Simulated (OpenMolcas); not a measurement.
V3+ (d2) among equal point charges was computed by CASSCF with the d shell active (OpenMolcas, ANO-RCC-VDZP on the metal). Its lowest spin-free states, and all those of the highest spin:

```json
{"2S+1": "3", "Degeneracy": "1", "E (cm-1)": "0.0"}
{"2S+1": "3", "Degeneracy": "2", "E (cm-1)": "268.9"}
{"2S+1": "3", "Degeneracy": "1", "E (cm-1)": "2638"}
{"2S+1": "3", "Degeneracy": "2", "E (cm-1)": "3015"}
{"2S+1": "3", "Degeneracy": "1", "E (cm-1)": "6164"}
{"2S+1": "1", "Degeneracy": "1", "E (cm-1)": "14304"}
{"2S+1": "1", "Degeneracy": "2", "E (cm-1)": "14780"}
{"2S+1": "1", "Degeneracy": "1", "E (cm-1)": "15210"}
{"2S+1": "1", "Degeneracy": "1", "E (cm-1)": "15804"}
{"2S+1": "3", "Degeneracy": "2", "E (cm-1)": "18262"}
{"2S+1": "3", "Degeneracy": "1", "E (cm-1)": "19529"}
{"2S+1": "1", "Degeneracy": "1", "E (cm-1)": "22091"}
```

Task: Is the site octahedral, tetrahedral or cube-like, axial, or of lower symmetry?

Result: The states with 2S+1 = 3 have orbital degeneracies 1, 2, 1, 2, 1, 2, 1. There are pairs but no triples, so the site is axial: not cubic, but with a proper or improper axis of order three or more. The run had V3+ among 6 point charges of -0.65 e arranged as a tetragonal octahedron (D4h), 1.74 Å from the ion, with the axial distance 1.844 Å.

Without dynamic correlation the repulsion within the d shell is too large (B by tens of per cent), so at a given field states of lower spin stand too high. Point charges carry no covalency, so the field is a model and not that of real ligands. No measured value stands beside these numbers.
